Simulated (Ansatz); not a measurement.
Relaxation of CH$_{4}$ClFOZn (9 atoms, charge 0, multiplicity 1), to a largest force component of 0.03 eV/Å in at most 50 steps.

These are results of RKS B3LYP/def2-SVP (Ansatz 0.2.0), not measurements.

```xyz
9
Properties=species:S:1:pos:R:3
Zn -1.641 0.206 0.250
O 0.047 0.582 -0.404
C 0.827 -0.371 -1.087
Cl -3.630 -0.066 0.889
H 0.780 0.890 1.710
F 0.404 0.659 2.512
H 1.756 0.115 -1.439
H 0.326 -0.789 -1.983
H 1.132 -1.226 -0.447
```

Problem. Where does it end, and by what steps?

Solution. The run converged. After 22 steps the energy has fallen by 0.999 eV; Zn1 moved furthest, 1.01 Å. Parted: H5–F6. Joined: Zn1–F6, O2–H5.

```csv
step,energy less start (eV),largest force component (eV/Å),accepted
0,0.0000,1.178,yes
1,-0.2019,0.797,yes
2,-0.3694,0.471,yes
3,-0.4966,0.535,yes
4,-0.5293,0.207,yes
5,-0.5437,0.200,yes
6,-0.5498,0.113,yes
7,-0.5538,0.118,yes
8,-0.5653,0.399,yes
9,-0.5990,0.648,yes
10,-0.6716,1.245,yes
11,-0.8253,0.854,yes
12,-0.8472,1.035,yes
13,-0.9617,0.322,yes
14,-0.9714,0.254,yes
15,-0.9384,0.764,no
16,-0.9846,0.104,yes
17,-0.9933,0.167,yes
18,-0.9936,0.232,yes
19,-0.9963,0.181,yes
20,-0.9986,0.066,yes
21,-0.9992,0.031,yes
22,-0.9994,0.008,yes
```

```xyz
9
Properties=species:S:1:pos:R:3
Zn -1.429 0.401 1.222
O 0.253 0.478 -0.053
C 0.856 -0.386 -1.009
Cl -3.359 -0.150 0.516
H 0.815 0.642 0.732
F -0.145 0.849 2.413
H 1.736 0.095 -1.467
H 0.112 -0.580 -1.793
H 1.161 -1.348 -0.561
```

Time of the run: 92 s on 2 threads of Arm Neoverse V1, on a shared host, peak memory 0.27 GiB.
